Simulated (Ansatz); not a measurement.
Ansatz (a program for electronic structure) input (BHLYP/def2-TZVPD):

Ansatz 0.2 input:
```yaml
crystal:
  periodic: [false, false, false]
  atoms:
    - {symbol: Se, position_ang: [-2.02325987, -0.96109939, -0.25137356]}
    - {symbol: Se, position_ang: [0.08128135, -1.00791912, 0.42278854]}
    - {symbol: I, position_ang: [1.24579755, 1.26314396, -0.10996433]}
basis:
  gaussian:
    orbitals: def2-TZVPD
hamiltonian:
  xc: {name: BHLYP}
magnetization: {spin_polarized: true, initial_magnetization: 1}
output: {forces: true}
```

Output:

```
Functional definition: BHLYP
integrals: 0.19 GiB planned
1256 factors; integrals over basis functions are off by at most 1.1e-3 eV
mean field: 1.73 GiB planned
mean field evaluation 1: about -138797.9620 eV, gradient 1.1e1 eV
mean field evaluation 2: about -138797.1055 eV, gradient 1.8e1 eV
mean field evaluation 4: about -138798.7123 eV, gradient 1.0e0 eV
mean field evaluation 8: about -138798.8889 eV, gradient 2.1e-1 eV
mean field evaluation 16: about -138798.8907 eV, gradient 2.8e-3 eV
mean field -138798.89069077 eV, -5100.7651516185 hartree, gradient 4.3e-5 eV, S^2 0.759705; 1 other end points of the search recorded, 0 dependent functions left out
the calculation of the forces begins
reference -138798.89085019 eV, -5100.7651574772 hartree; 47, 46 occupied and 126, 127 virtual orbitals, 1256 factors
Total energy: -138798.89085019 eV, -5100.7651574772 hartree
Atom 0 at    -2.023260    -0.961099    -0.251374 Å, force     0.313581     0.049348     0.078241 eV/Å
Atom 1 at     0.081281    -1.007919     0.422789 Å, force    -0.059853     0.343690    -0.154179 eV/Å
Atom 2 at     1.245798     1.263144    -0.109964 Å, force    -0.253729    -0.393038     0.075938 eV/Å
Dipole moment:    -0.009976    -0.103365     0.037653 e Å
```

It need not be the lowest isomer of its formula.
